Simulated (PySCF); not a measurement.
Molfile (atoms numbered from 1):
```
C6H13N
     RDKit          3D

 20 19  0  0  0  0  0  0  0  0999 V2000
    2.6936   -0.2578    0.6972 C   0  0  0  0  0  0  0  0  0  0  0  0
    1.7035    0.5060    0.2741 C   0  0  0  0  0  0  0  0  0  0  0  0
    0.7402    0.1127   -0.7972 C   0  0  0  0  0  0  0  0  0  0  0  0
   -0.7238   -0.0081   -0.3208 C   0  0  0  0  0  0  0  0  0  0  0  0
   -1.2661    1.3473    0.1342 C   0  0  0  0  0  0  0  0  0  0  0  0
   -0.8182   -1.0183    0.8333 C   0  0  0  0  0  0  0  0  0  0  0  0
   -1.5030   -0.4169   -1.4866 N   0  0  0  0  0  0  0  0  0  0  0  0
    3.3782    0.0602    1.4655 H   0  0  0  0  0  0  0  0  0  0  0  0
    2.8651   -1.2396    0.2863 H   0  0  0  0  0  0  0  0  0  0  0  0
    1.5622    1.4902    0.7006 H   0  0  0  0  0  0  0  0  0  0  0  0
    1.0439   -0.8467   -1.2222 H   0  0  0  0  0  0  0  0  0  0  0  0
    0.7627    0.8563   -1.5973 H   0  0  0  0  0  0  0  0  0  0  0  0
   -1.2056    2.0609   -0.6829 H   0  0  0  0  0  0  0  0  0  0  0  0
   -2.3093    1.2524    0.4291 H   0  0  0  0  0  0  0  0  0  0  0  0
   -0.7055    1.7239    0.9844 H   0  0  0  0  0  0  0  0  0  0  0  0
   -1.8543   -1.1361    1.1484 H   0  0  0  0  0  0  0  0  0  0  0  0
   -0.2331   -0.6780    1.6838 H   0  0  0  0  0  0  0  0  0  0  0  0
   -0.4381   -1.9907    0.5238 H   0  0  0  0  0  0  0  0  0  0  0  0
   -1.2096   -1.3340   -1.8061 H   0  0  0  0  0  0  0  0  0  0  0  0
   -2.4880   -0.4727   -1.2506 H   0  0  0  0  0  0  0  0  0  0  0  0
  1  2  2  0
  2  3  1  0
  3  4  1  0
  4  5  1  0
  4  6  1  0
  4  7  1  0
  1  8  1  0
  1  9  1  0
  2 10  1  0
  3 11  1  0
  3 12  1  0
  5 13  1  0
  5 14  1  0
  5 15  1  0
  6 16  1  0
  6 17  1  0
  6 18  1  0
  7 19  1  0
  7 20  1  0
M  END
```

PySCF calculation with GFN2-xTB geometry and σ from GIAO-PBE0/pcSseg-1; gas phase, no relativistic terms, averaged over atoms made equivalent by symmetry, fast rotation or ring inversion, single conformer.

Problem. Predict the 2D correlation tables (HSQC, COSY, HMBC).

Solution. 

HSQC (one-bond C–H):
```tsv
δH	δC
6.28 (H10)	145.9 (C2)
5.39 (H9)	123.7 (C1)
5.33 (H8)	123.7 (C1)
2.14 (H11/H12)	53.6 (C3)
1.06 (H13/H14/H15/H16/H17/H18)	32.2 (C5/C6)
```

COSY cross peaks (H two or three bonds apart, from the bond graph; peaks can be absent where the dihedral angle is near 90°):
```tsv
δH	δH
6.28 (H10)	5.39 (H9)
6.28 (H10)	5.33 (H8)
6.28 (H10)	2.14 (H11/H12)
5.39 (H9)	5.33 (H8)
```

HMBC (two and three bonds, from the bond graph):
```tsv
δH	δC
6.28 (H10)	123.7 (C1), 53.6 (C3), 51.6 (C4)
5.39 (H9)	145.9 (C2), 53.6 (C3)
5.33 (H8)	145.9 (C2), 53.6 (C3)
2.14 (H11/H12)	145.9 (C2), 123.7 (C1), 51.6 (C4), 32.2 (C5/C6)
1.06 (H13/H14/H15/H16/H17/H18)	53.6 (C3), 51.6 (C4), 32.2 (C5/C6)
```

Shifts are taken against calculated references (same method and geometry level): $^{1}$H and $^{13}$C against TMS.

Short H···H contacts in this conformer between protons four or more bonds apart (candidates for NOE cross peaks, intensity ∝ r⁻⁶): H10···H15 2.30 Å, H9···H11 2.40 Å, H12···H13 2.48 Å.

OH/NH shifts are gas-phase values; hydrogen bonding in solution moves them, usually downfield. Shifts are as computed. Against solution values, carbons near 30 ppm lie about +3 ppm off and those near 130 ppm about +5 ppm. Of 1211 compounds with measured shifts, 218 miss one by over three times the rms of a fit or turn the order of signals round; such compounds aren't used in these exercises.
